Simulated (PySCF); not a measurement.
Species: cyclo-(H2GeNH)2.
Bonds: Ge1–N4, Ge1–N8, N4–Ge5, Ge5–N8. Hydrogens: H2, H3 on Ge1; H9 on N4; H6, H7 on Ge5; H10 on N8.

Computed by this run: PySCF, PBE0-D3(BJ)/def2-SVP geometry optimisation, gas phase; density fitting, grid level 1; the optimiser is geomeTRIC in internal coordinates, started from a GFN2-xTB structure with every atom displaced at random (about 0.03 Å).

Step 6: E = -116080.4595 eV
```
atom  x, y, z in Å  |  force x, y, z in eV/Å
Ge1     1.3731   -0.0238   -0.0341   -0.068   0.007   0.031
H2      2.2238   -1.3139    0.0262    0.030   0.000   0.001
H3      2.3003    1.2104   -0.1265    0.011  -0.013  -0.017
N4      0.0419    0.1084    1.2387    0.018  -0.092   0.023
Ge5    -1.3468    0.0276    0.0273    0.025   0.021  -0.039
H6     -2.2558   -1.2219    0.1153    0.007  -0.002   0.020
H7     -2.2293    1.2963   -0.0386   -0.002  -0.004   0.002
N8     -0.0156   -0.0724   -1.2552    0.009   0.061   0.004
H9      0.0740    0.5396    2.1534   -0.015   0.045  -0.027
H10    -0.0409   -0.6269   -2.1022   -0.013  -0.025   0.001
```

Step 7: E = -116080.4613 eV
```
atom  x, y, z in Å  |  force x, y, z in eV/Å
Ge1     1.3724   -0.0271   -0.0342   -0.067   0.020   0.048
H2      2.2155   -1.3231    0.0110    0.028   0.007   0.009
H3      2.3050    1.2040   -0.1078    0.012  -0.013  -0.030
N4      0.0432    0.1034    1.2432   -0.007  -0.111   0.004
Ge5    -1.3455    0.0232    0.0299    0.037   0.044  -0.055
H6     -2.2474   -1.2321    0.1032    0.004   0.003   0.029
H7     -2.2304    1.2909   -0.0229   -0.008  -0.012   0.000
N8     -0.0158   -0.0642   -1.2569    0.002   0.042   0.000
H9      0.0700    0.5769    2.1370    0.007   0.035  -0.012
H10    -0.0424   -0.6286   -2.0980   -0.009  -0.016   0.005
```

**Question.** Estimate the geometry and energy of step 8. (The exact step hangs on the optimiser's Hessian estimate; all steps are aligned on step 7, rigid shifts and turns removed.)

**Answer.** E = -116080.4628 eV, largest force 0.104 eV/Å
```
atom  x, y, z in Å  |  force x, y, z in eV/Å
Ge1     1.3706   -0.0304   -0.0328   -0.028   0.025   0.043
H2      2.2120   -1.3284    0.0004    0.013   0.011   0.014
H3      2.3094    1.1966   -0.0951    0.004  -0.007  -0.031
N4      0.0432    0.0935    1.2482   -0.031  -0.099   0.001
Ge5    -1.3441    0.0205    0.0308    0.032   0.048  -0.051
H6     -2.2401   -1.2392    0.0962    0.000   0.005   0.026
H7     -2.2315    1.2866   -0.0100   -0.010  -0.012  -0.002
N8     -0.0156   -0.0546   -1.2591   -0.007   0.010  -0.007
H9      0.0648    0.6078    2.1197    0.028   0.023   0.000
H10    -0.0440   -0.6290   -2.0940   -0.001  -0.004   0.006
```

The energy changes by -0.0016 eV. The first-order estimate −F·Δx gives -0.0022 eV and the mean of the old and new forces, exact on a quadratic surface, -0.0015 eV. The step makes an angle of 75° with the force vector and moves no atom by more than 0.036 Å.

What follows is the cost of the whole optimisation. Hardware: one thread, Arm Neoverse V1 (aarch64), on a shared host. Cost: 92 s of wall time, 0.49 GiB resident at most.
